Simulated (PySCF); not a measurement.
I$_{2}$In (SMILES [I][In+][I]), charge +1, singlet, at a GFN2-xTB geometry (such geometries of metal compounds can be far from the true shape) (core potentials on I, In), with bond 2-1 at 1.3 times its length. Base run: B3LYP/def2-SVP in PySCF.

Input for PySCF:
```python
from pyscf import gto, scf, dft

mol = gto.M(
    atom='''
In    0.000000    0.000000    0.000000
I     0.000000    0.000000   -3.534110
I     0.000000    0.000000    2.718546
''',
    basis='def2-svp',
    ecp={'I': 'def2-svp', 'In': 'def2-svp'},
    charge=1,
    spin=0,
    verbose=4,
)

mf = dft.RKS(mol)
mf.xc = 'b3lyp'
mf.kernel()
```

The base run was repeated with changes; each row names its change, and settings that it needs were set with it.

| change | ΔE vs base (mEh) | SCF cycles | outcome |
|---|---|---|---|
| base | 0.000 | 16 | converged |
| diis_space = 12 | 0.000 | 15 | converged |
| level_shift = 1.0 (with mf.max_cycle = 100) | 0.000 | 88 | converged |
| conv_tol = 1e-6 | 0.001 | 13 | converged |
| diis = off (with mf.max_cycle = 100) | - | 100 | not converged |
| diis = off; damp = 0.3 (with mf.diis_start_cycle = 200; with mf.max_cycle = 150) | - | 150 | not converged |
| solver = newton; init_guess = 1e | 154.1 | - | another SCF solution |
| init_guess = mod_huckel | 0.000 | 16 | converged |
| init_guess = vsap | - | - | input refused |
| level_shift = 0.1 (with mf.max_cycle = 100) | 0.000 | 21 | converged |
| init_guess = sap | 0.000 | 18 | converged |
| init_guess = 1e | 0.000 | 22 | converged |
| DIIS = ADIIS | 0.000 | 21 | converged |

A guess, shift, damping, solver or small numerical setting can't move a converged solution much, so rows marked as another SCF solution ended in a different state.

- init_guess = vsap: ended with `AssertionError: ECP or PP not supported`
